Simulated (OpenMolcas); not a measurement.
# Cu3+: moving or changing the point charges

Cu3+ among 6 point charges of -1 e arranged as a tetragonal octahedron (D4h), 1.66 Å from the ion, with the axial distance 1.859 Å.

```yaml
Program: OpenMolcas
Method: "SS-CASPT2, IPEA 0.25 Eh, imaginary shift 0.1 Eh (closed shells correlated: 3s 3p)"
Basis: ANO-RCC-VTZP [6s5p3d2f1g]
Scalar_Hamiltonian: DKH2, point nucleus
Active_space: 8 electrons in 5 orbitals (3d)
State_averaging: 2S+1 = 3 even, 10 roots; 2S+1 = 1 even, 15 roots
Spin-orbit_coupling: state interaction with AMFI integrals over the reference wave functions
```

Runs around this geometry, states (labels of D4, the rotations of D4h). Energies in cm-1 above the lowest state or level, χT in cm3 K/mol.

```csv
R (Å),q (e),Axial / equatorial distance,Ground state,First state of that spin,First gap with spin-orbit (degeneracies),χT at 300 K,First state of another spin
1.66,-1,1.03,3B1,3E 1930,"39 (1, 2)",2.483,1A1 16060
1.66,-0.65,1.12,3B1,3E 860,"1 (1, 2)",3.017,1A1 15090
1.56,-1,1.12,3B1,3E 2270,"19 (1, 2)",2.298,1A1 15900
1.66,-1,1.12,3B1,3E 1780,"15 (1, 2)",2.540,1A1 15490
1.74,-1,1.12,3B1,3E 1350,"8 (1, 2)",2.769,1A1 15220
```

Taking the first state of the same spin as R^-n, n = -ln(1350 / 2270) / ln(1.74 / 1.56) = 4.8 between the shortest and longest distance.

Scaling the charges by -0.65 / -1 = 0.65 scales the first state of the same spin by 860 / 1780 = 0.48; with fixed orbitals a first-order splitting would follow the charge.

Point charges give a weaker field than real ligands, and real ions of this kind are often low spin; the high spin found here belongs to the model. Free-ion shares, where given, are those of the reference states; single-state CASPT2 does not remix them. The ground term spreads over less than 5000 cm-1, several times less than with real ligands, so orbital moments are less quenched and χT lies further from the spin-only value than at real sites (holds for R = 1.66, q = -1, ratio = 1.03; R = 1.66, q = -0.65, ratio = 1.12; R = 1.66, q = -1, ratio = 1.12; R = 1.74, q = -1, ratio = 1.12). This is an electrostatic model: the charges have no orbitals. No measured value stands beside these numbers.
